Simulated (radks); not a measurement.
The numbers below are computed, except where a source is named.
Initial-state core-level shifts of neutral titanium when its valence configuration changes from [Ar] 3d2 4s2. Level of theory: scalar-relativistic Kohn-Sham, PBE, spin-polarised, spherical densities, point nucleus; open shells are filled with parallel spins first (a radial shooting solver on a logarithmic mesh with Libxc functionals). Shifts are changes of the shell-averaged eigenvalues in eV (positive: less bound).

valence               1s       2p       3s       3p
3d2 4p2           -2.348   -2.288   -2.317   -2.301
3d1 4s2 4p1       -6.645   -7.475   -6.467   -6.203
3d1 4p3           -8.710   -9.527   -8.494   -8.201
4s2 4p2          -14.457  -16.419  -13.621  -13.032
3d2 4s1 4p1       -1.122   -1.120   -1.105   -1.091
3d1.5 4s2 4p0.5   -3.154   -3.527   -3.116   -2.995
3d0.5 4s1.5 4p2  -10.847  -12.214  -10.402   -9.973
3d2 4s1.5 4p0.5   -0.633   -0.629   -0.619   -0.614
3d1 4s1 4p2       -7.509   -8.349   -7.323   -7.043
